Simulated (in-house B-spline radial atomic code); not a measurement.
## PBE0 excitations of Hg2+

Method: PBE0. Computed with an all-electron radial atomic-structure program (B-spline basis): linear response of the closed shell [Xe] 4f14 5d10 with the functional's adiabatic kernel; scalar-relativistic (spin-free one-electron X2C), finite nucleus, no spin-orbit coupling, no double excitations, S, P, D and F terms only; shells from n = 3 respond. Only terms of natural parity with L up to 3 were computed.

Spin-orbit coupling is strong here, so these LS terms don't match observed levels.

Command:
```bash
python run_td.py task.json out
```
Settings (radii: box in bohr, nucleus in fm):
```
Z                        80
electrons                78
configuration            [Xe] 4f14 5d10
hamiltonian              x2c
method                   pbe0
box_radius               29.48
rms_radius               5.4648
intervals                72
```

Run time, properties included: 14 s on 1 thread of Arm Neoverse N1, with other jobs on the host.

The lowest states, in the order of their Tamm-Dancoff energies; the method's threshold (minus the highest occupied level) is 30.63 eV. Labels give the largest channel, * marks a mixed state, and oscillator strengths are full-response dipole values. Semilocal kernels can invert the small singlet-triplet splittings of Rydberg terms. Energies in eV:

```csv
state,full response,Tamm-Dancoff,oscillator strength
5d → 6s 3D,5.408,5.458,-
5d → 6s 1D,6.412,6.458,-
5d → 6p 3P,13.810,13.850,-
5d → 6p 3F,14.048,14.074,-
5d → 6p 1F,14.426,14.428,-
5d → 6p 1P,?,?,?
5d → 7s 3D,21.443,21.447,-
5d → 7s 1D,21.579,21.585,-
5d → 6d 3S,?,?,-
5d → 6d 3D,22.435,22.440,-
```

Q: Where does 5d → 6p 1P lie?

A: At 15.244 eV in full response, 15.349 eV in Tamm-Dancoff, oscillator strength 0.871.

Q: Where does 5d → 6d 3S lie?

A: At 22.023 eV in full response, 22.039 eV in Tamm-Dancoff.

Q: How large is the singlet-triplet splitting of 5d → 6s (D terms) in Tamm-Dancoff?

A: 1 eV, from the unrounded values.

Q: What polarisabilities and dispersion coefficient does the method give?

A: Dipole 7.913 bohr³, quadrupole 42.78 bohr⁵, C6 52 hartree·bohr⁶ for two such species.
